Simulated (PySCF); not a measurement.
Gas-phase reaction: ZrOCl2 + 2 HCl = ZrCl4.H2O. Level: ωB97X-V/def2-TZVP†; standard pressure 1 bar.

Computed with PySCF and rigid-rotor harmonic-oscillator thermochemistry at 1 bar. † marks an energy on the PBE0/def2-TZVP geometry and frequencies. All species are closed-shell singlets. Zr: scalar-relativistic def2 core potential, no spin-orbit coupling. Adducts (ZrCl4.H2O) have no counterpoise correction, and HF, PBE, BLYP, B3LYP and PBE0 lack dispersion. ZrOCl2, ZrCl4.H2O: computed as isolated molecules; such fragments, hydroxides, amides, oligomers or adducts are transient or little studied in the gas. The harmonic model lacks anharmonicity and excited electronic states, which grow with temperature; levels with a mode under 35 cm⁻¹ are left out. Soft modes under 120 cm⁻¹ make the harmonic entropy rough for ZrOCl2, ZrCl4.H2O.

| T (K) | 1000/T (1/K) | log10 K |
|---|---|---|
| 1000 | 1.0000 | 5.78 |
| 1200 | 0.8333 | 2.65 |
| 1400 | 0.7143 | 0.43 |
| 1600 | 0.6250 | -1.21 |
| 1800 | 0.5556 | -2.47 |
| 2000 | 0.5000 | ? |

Problem. Fit log10 K = a + b·(1000/T) to the five rows, get the mean ΔH° and ΔS°, and predict log10 K at 2000 K.

Solution. Means: 1000/T = 0.7456, log10 K = 1.036. Sums of products about the means: Sxy = 2.30440, Sxx = 0.124035, so b = Sxy/Sxx = 18.58 and a = 1.036 − (18.58)×0.7456 = -12.82.
ΔH° = −R ln 10 × 1000 K × b = −19.145 × (18.58) = -356 kJ; ΔS° = R ln 10 × a = -245 J/K. The run's own values go from -362 kJ and -251 J/K at 1000 K to -341 kJ and -237 J/K at 2000 K.
Prediction at 2000 K: -12.82 + (18.58)×0.5000 = -3.53. The computed value is -3.46, 0.07 from the line.
For scale, ΔH°(298 K) is -374 kJ at this level, -382 kJ at ωB97M-V/def2-TZVP†, and runs from -598 to -317 kJ over the 17 levels computed.
